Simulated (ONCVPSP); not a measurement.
Transferability test, ONCV potential for gadolinium

gadolinium, optimised norm-conserving Vanderbilt (ONCV), made with ONCVPSP 4.0.1 (PBE, scalar-relativistic). Core [Kr] 4d10, reference 4f7 5s2 5p6 5d1 6s0.5 (charge +1.5). Waves: 5s+6s: rc 2.50 bohr, ncon 4, nbas 7, qcut 4.6 1/bohr, 2 projectors; 5p: rc 2.45 bohr, ncon 4, nbas 7, qcut 6.9 1/bohr, 2 projectors, debl 1.2 Ha; 5d: rc 3.30 bohr, ncon 3, nbas 8, qcut 4.5 1/bohr, 3 projectors, debl 2.7 Ha; 4f: rc 0.95 bohr, ncon 4, nbas 9, qcut 20.3 1/bohr, 1 projector. Local part: polynomial inside 0.95 bohr (lpopt 5, dvloc0 3 Ha). Core correction: Teter function, fcfact 5.25, rcfact 1.5.

In the p channel the program set the typed energies aside and used -1.366, 0.250 Ha.

Energies are relative to the spin-unpolarised reference configuration 4f7 5s2 5p6 5d1 6s0.5; without spin polarisation the order of configurations can differ from experiment.

Give the all-electron excitation energy and the error of the potential for: 4f7 5s2 5p6 5d1 6s2; 4f7 5s2 5p6 5d1 6s1; 4f7 5s2 5p6 5d1 6s0; 4f7 5s2 5p6 5d1 6s1 6p1.

```csv
valence configuration,charge,ΔE all-electron (eV),error AE − PS (meV)
4f7 5s2 5p6 5d1 6s2,0,-11.976,-1.1
4f7 5s2 5p6 5d1 6s1,+1,-5.330,+0.6
4f7 5s2 5p6 5d1 6s0,+2,6.770,-2.9
4f7 5s2 5p6 5d1 6s1 6p1,0,-9.107,+1.3
```

Levels in the configuration 4f7 5s2 5p6 5d1 6s2:

```csv
level,all-electron (eV),pseudo (eV)
4f,-8.697,-8.612
5s,-49.741,-49.709
5p,-27.265,-27.259
5d,-2.533,-2.535
6s,-4.126,-4.123
```

Note: ghosts flagged at negative energy: s at -139.1 eV, d at -292.9 eV; GHOST(+) flagged for p at 46.7 eV. A true bound ghost makes a file unfit for plane-wave use.
